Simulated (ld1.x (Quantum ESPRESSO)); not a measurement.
## Pseudopotential generation for iridium (Ir): RRKJ, PBE, scalar-relativistic.

Ir (Z = 77), norm-conserving RRKJ (Kleinman–Bylander form), made with ld1.x (Quantum ESPRESSO) 7.5 (PBE, scalar-relativistic). Core [Kr] 4d10, reference 4f14 5s2 5p6 5d7 6s1 6p0 (charge +1). Waves: 5s (bound): rc 1.75 bohr; 5p (bound): rc 1.40 bohr; 5d (bound): rc 1.35 bohr; 4f (bound): rc 0.80 bohr. Local part: all-electron potential smoothed inside 1.20 bohr (lloc = -2). Core correction: none. rho0 = 0.001.

Occupied shells without a wave of their own: 6s. They enter only through the test configuration that unscreens the potential.

Poles of the logarithmic derivatives, all-electron (AE) and pseudo (PS). s: poles at -7.6 (AE) and -7.6 (PS) Ry. p: poles at -4.0 (AE) and -4.0 (PS) Ry. d: poles at 0.8 (AE) and 0.8 (PS) Ry. f: poles at -5.2 (AE) and -5.2 (PS) Ry. Test radius 1.89 bohr.

* Cutoffs needed: over 300 Ry and over 300 Ry (the cutoffs (Ry, on a coarse ladder) from which the occupation-weighted sum of valence levels, in a spherical-Bessel basis at the reference potential, stays within 10 and 1 mRy of its value at 400 Ry)
* Ghost test: no extra level below or beside the all-electron valence levels (s, p, d, f tested) (spherical-Bessel basis up to 400 Ry, 20 bohr box)
* Largest excitation error: -813 meV (all-electron minus pseudo) for 4f13 5s2 5p6 5d8 6s2 6p0, out of 7 test configurations
